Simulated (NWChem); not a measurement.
System: TiOCl cation; SMILES [Ti+]([Cl])=[O]

NWChem input:

```
start job
memory heap 200 mb stack 900 mb global 1100 mb
charge 1
geometry units angstroms noautoz
  Ti     0.395960     0.598844     0.000000
  Cl    -0.122459    -1.465037     0.000000
  O     -0.908631     1.416955     0.000000
end
basis spherical
  * library 6-31g*
end
dft
  xc pw6b95
  iterations 150
  mulliken
end
task dft energy
```

Coordinates come from a PBE0/def2-SVP optimisation. This spin state was assumed; another may lie lower.

Q: Give the results of this calculation. (PW6B95/6-31G* (spherical d).) Quantities: energy (Ha); highest occupied level (eV); orbital gap (eV).

A: 
| Quantity | Result |
|---|---|
| energy (Ha) | -1385.54 |
| highest occupied level (eV) | -15.03 |
| orbital gap (eV) | 5.18 |
